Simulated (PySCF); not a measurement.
SMILES C[Si](C)(C)CCO (C5H14OSi), singlet (GFN2-xTB optimised geometry):

```
21

C      2.020    -0.420     0.000
Si     0.112    -0.420     0.000
C     -0.534    -1.334    -1.545
C     -0.527     1.379     0.000
C     -0.484    -1.315     1.585
C     -2.000    -1.401     1.704
O     -2.423    -2.132     2.835
H      2.421     0.111     0.858
H      2.418    -1.430     0.025
H      2.409     0.062    -0.892
H     -0.128    -0.902    -2.455
H     -0.258    -2.384    -1.529
H     -1.616    -1.280    -1.613
H     -1.611     1.415    -0.056
H     -0.227     1.910     0.899
H     -0.139     1.933    -0.849
H     -0.082    -2.329     1.614
H     -0.094    -0.801     2.468
H     -2.431    -0.390     1.728
H     -2.421    -1.933     0.849
H     -2.007    -1.750     3.616
```

Computed with PBE/def2-SVP in PySCF.

Problem. What are the frontier orbital energies and the dipole moment?

Solution. HOMO-2 -7.06 eV, HOMO-1 -6.79 eV, HOMO -5.58 eV, LUMO 0.61 eV, LUMO+1 1.06 eV; dipole moment 1.61 D.

Meta-Löwdin charges at PBE/def2-SVP: C1 -0.55, Si2 0.85, C3 -0.55, C4 -0.55, C5 -0.43, C6 0.03, O7 -0.50, H8 0.11, H9 0.11, H10 0.11, H11 0.11, H12 0.11, H13 0.11, H14 0.11, H15 0.11, H16 0.11, H17 0.11, H18 0.09, H19 0.07, H20 0.10, H21 0.30.
